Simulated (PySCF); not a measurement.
This PySCF input asks for the NMR shieldings of `CC/C=C\[O][AlH2]`, C$_{4}$H$_{9}$AlO; the geometry comes from GFN2-xTB.

```python
import basis_set_exchange as bse
import numpy as np
from pyscf import gto, dft
from pyscf.prop import nmr

atoms = """
C    -2.147205    0.389271    0.101865
C    -0.966272    0.102876   -0.824658
C    -0.312116   -1.199157   -0.487634
C     0.960985   -1.347702   -0.150732
O     1.852909   -0.330660   -0.080043
Al    2.736695    1.059339   -0.037142
H    -2.622078    1.329211   -0.168889
H    -1.810165    0.456391    1.133546
H    -2.888552   -0.403994    0.032392
H    -0.233175    0.912600   -0.746351
H    -1.323537    0.066081   -1.858332
H    -0.941199   -2.076244   -0.507836
H     1.381377   -2.317703    0.090349
H     4.262878    0.940542   -0.062144
H     2.045041    2.427139    0.038042
"""
names = dict.fromkeys(["C", "O", "Al", "H"], "pcSseg-1")
basis = {el: gto.basis.parse(bse.get_basis(n, elements=[el], fmt="nwchem")) for el, n in names.items()}
mol = gto.M(atom=atoms, basis=basis, charge=0, verbose=0)
mf = dft.RKS(mol, xc="PBE0")
mf.grids.level = 2
mf.grids.alignment = dft.numint.BLKSIZE   # the property module wants whole blocks of grid points
mf.conv_tol = 1e-9
mf.kernel()

calc = nmr.RKS(mf)   # GIAO
C = mf.mo_coeff
Co = C[:, mf.mo_occ > 0]
resp = mf.gen_response(singlet=True, hermi=2)
def vind(x):   # induced exchange potential for any number of trial vectors
    d = np.einsum("pi,xij,qj->xpq", C, 2 * x.reshape(-1, C.shape[1], Co.shape[1]), Co, optimize=True)
    return np.einsum("xpq,pi,qj->xij", resp(d - d.transpose(0, 2, 1)), C, Co, optimize=True).ravel()
mo1, _ = nmr.rhf.solve_mo1(calc, with_cphf=vind)
sigma = calc.kernel(mo1)
for i, s in enumerate(sigma):   # ppm
    print("%2d %-2s %9.2f" % (i, mol.atom_pure_symbol(i), np.trace(s) / 3))
```

Question: What does it print?

Answer: 
```
 0 C     169.99
 1 C     163.74
 2 C      65.23
 3 C      39.52
 4 O     184.86
 5 Al    394.57
 6 H      30.46
 7 H      30.81
 8 H      30.66
 9 H      28.91
10 H      29.82
11 H      26.84
12 H      24.85
13 H      27.26
14 H      27.05
```

These numbers come from an equivalent density-fitted implementation of the same equations, which agrees with the script to about 0.01 ppm for H and up to a few tenths of a ppm for heavy atoms, so last digits may differ.

Size and cost of the density-fitted run: 154 basis functions, 48 s wall time on 1 thread of an Intel Xeon, shared host; peak memory 0.72 GiB.
